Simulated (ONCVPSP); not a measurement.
# What one change does to a pseudopotential (V (Z = 23), ONCV)

ONCVPSP 4.0.1 input, shortened (lines: element, Z, core and valence counts, functional; n l f; lmax; l rc ep ncon nbas qcut; lloc lpopt rc5 dvloc0; l nproj debl; icmod fcfact rcfact), PBE, scalar-relativistic:

```
  V 23.00    3    4        4      upf
    1    0    2.00
    2    0    2.00
    2    1    6.00
    3    0    2.00
    3    1    6.00
    3    2    3.00
    4    0    2.00
    2
    0    1.65    0.00    4    7    7.00
    1    1.55    0.00    4    9    8.40
    2    2.10    0.00    3    7    6.90
    4    5    1.40    3.00
    0    2    0.40
    1    2    2.90
    2    2    3.20
    1    0.35    0.00
```

Change: all radii but the core radius scaled by about 1.05 (s 1.74, p 1.62, d 2.20 bohr); local potential polynomial inside 1.48 bohr (lpopt 5, dvloc0 3 Ha).

Cutoffs: the cutoffs (Ha) at which the residual kinetic energy of the hardest occupied pseudo-wave falls to 1 and 0.1 mHa per electron; they do not see the model core or the augmentation charge, which bear on the density cutoff. Errors are all-electron minus pseudo energies relative to the spin-unpolarised reference configuration.

Q: What does the change do?

A: The potential gets neither clearly harder nor softer (23 Ha and 27 Ha → 23 Ha and 27 Ha); the p channel sets the loose cutoff, while the largest relative change is in s, which becomes softer; of the 4 tests that both files solve, the error grows in 1 and shrinks in 0 by more than 15 % and 0.3 meV (median size 72.2 → 82.9 meV); neither file shows a bound ghost.

```tsv
quantity	base	changed
cutoff, loose	23 Ha	23 Ha
cutoff, tight	27 Ha	27 Ha
loose cutoff by channel	s 16 Ha, p 23 Ha, d 19 Ha	s 12 Ha, p 23 Ha, d 18 Ha
bound ghosts	none	none
GHOST(+) flags under 300 eV	none	none
error for 3s2 3p6 3d3 4s1, meV [ΔE 7.74 eV]	+0.1	-0.2
error for 3s2 3p6 3d3 4s0, meV [ΔE 22.03 eV]	-4.7	-8.2
error for 3s2 3p6 3d2 4s0, meV [ΔE 50.93 eV]	+140	+158
error for 3s2 3p6 3d2 4s2, meV [ΔE 10.97 eV]	+173	+194
rms error of d²Exc/dni dnj with the model core, mHa	1.73	1.94
```
